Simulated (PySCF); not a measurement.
A calculated (HSE06, PySCF 2.14, aug-cc-pVTZ-DK, the spin-free X2C one-electron Hamiltonian (Gaussian nucleus)) atom or ion has these occupied shells.

| shell | electrons | orbital energy (eV) | rms radius, mean of both spins (bohr) |
| --- | --- | --- | --- |
| 1s α | 1 | -14248.8 | 0.0478 |
| 1s β | 1 | -14248.5 | 0.0478 |
| 2s α | 1 | -1928.7 | 0.199 |
| 2s β | 1 | -1928.5 | 0.199 |
| 2p α | 3 | -1709.0 | 0.177 |
| 2p β | 3 | -1708.7 | 0.177 |
| 3s α | 1 | -314.86 | 0.567 |
| 3s β | 1 | -314.31 | 0.567 |
| 3p α | 3 | -244.16 | 0.583 |
| 3p β | 3 | -243.48 | 0.583 |
| 3d α | 5 | -127.01 | 0.613 |
| 3d β | 5 | -126.45 | 0.613 |
| 4s α | 1 | -63.042 | 1.56 |
| 4s β | 1 | -58.067 | 1.56 |
| 4p α | 3 | -46.104 | 1.77 |

Problem. Name the element and its charge.

Solution. Kr(3+) (krypton, charge +3), in [Ar] 3d10 4s2 4p3, high-spin 4S determinant.
